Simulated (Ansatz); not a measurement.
A set of 12 reactions (bond dissociation), with CCSD(T)/CBS values in kJ/mol:

| reaction | ΔE |
| --- | --- |
| `CB(C)N` → `[CH2]B(C)N`• + H• | 438.6 |
| `FCI` → `F[CH]I`• + H• | 448.4 |
| `F[Si](F)(F)[SnH3]` → `F[Si](F)F`• + `[SnH3]`• | 320.3 |
| `N[SiH](F)Br` → F• + `N[SiH]Br`• | 672.0 |
| `C[O][SnH]([CH3])[OH]` → `[CH3]`• + `C[O][SnH][OH]`• | 313.0 |
| `C[O][Sb]([F])[F]` → F• + `C[O][Sb][F]`• | 509.5 |
| `SS` → 2 `[SH]`• | 282.6 |
| `[Br][SnH3]` → H• + `[Br][SnH2]`• | 334.5 |
| `Cl[Si](Cl)(Cl)Cl` → Cl• + `Cl[Si](Cl)Cl`• | 469.2 |
| `OB(O)[TeH]` → H• + `OB(O)[Te]`• | 313.1 |
| `[Br][GeH2][Br]` → Br• + `[GeH2][Br]`• | 375.6 |
| `C[O][Ge]([CH3])([OH])[Cl]` → `[CH3][Ge]([OH])[Cl]`• + `C[O]`• | 426.5 |

Program: Ansatz. Geometries: PBE0-D4/def2-TZVP. ΔE: electronic, gas phase. CBS: MP2 limit from def2 TZ/QZ plus the TZ coupled-cluster correction, frozen cores. Small cases extrapolate CCSD(T) itself. DFT in def2-TZVPP. B3LYP here is the variant with VWN-RPA as its local correlation; programs differ in this. No spin–orbit coupling; open shells (•) take unrestricted orbitals. Spin–orbit coupling would lower the free atoms: a little for Cl, F; clearly for Br. Elements past krypton have def2 core potentials. For Br, Ge, I, Sb, Sn, Te outer-core shells are correlated without core-valence functions, so the limit isn't a true one: a few kJ/mol of doubt a bond, and 10 to 20 or more in all where bonds break to atoms. Scalar relativity is left out up to krypton. Each species was taken in one conformer, which may not be the lowest.

Question: Give the mean, mean absolute and largest difference (level minus CCSD(T)/CBS, kJ/mol) for: PBE0-D4, B3LYP-D4, ωB97X-V, ωB97M-V, B2PLYP, PBE, r2SCAN, B3LYP, HF/def2-TZVPP, MP2/def2-TZVPP, SCS-MP2/def2-TZVPP, CCSD/def2-TZVPP, MP2/def2-QZVPP, HF/CBS(def2). (Estimate.)

Answer: Ansatz gave: 
```
             level    mean  mean absolute  largest
           PBE0-D4   -21.8           22.2    -42.7
          B3LYP-D4   -25.1           25.1    -51.1
           ωB97X-V    -8.3            8.3    -21.1
           ωB97M-V    -9.9           11.1    -25.8
            B2PLYP   -21.8           21.8    -34.2
               PBE   -24.4           26.5    -62.1
            r2SCAN   -26.9           26.9    -53.2
             B3LYP   -32.8           32.8    -67.6
     HF/def2-TZVPP  -126.3          126.3   -187.2
    MP2/def2-TZVPP    -0.6           10.8     27.8
SCS-MP2/def2-TZVPP    -5.4            8.2    -15.6
   CCSD/def2-TZVPP   -22.2           22.2    -41.2
    MP2/def2-QZVPP     8.0           14.5     33.3
      HF/CBS(def2)  -125.8          125.8   -179.8
```

The largest T1 diagnostic in the set is 0.019, for `C[O]`• (customary mark 0.045).

CCSD(T)/CBS is a level of theory with its own doubt, and the functionals carry their triple-zeta basis error, so these figures describe this set and don't rank the functionals.
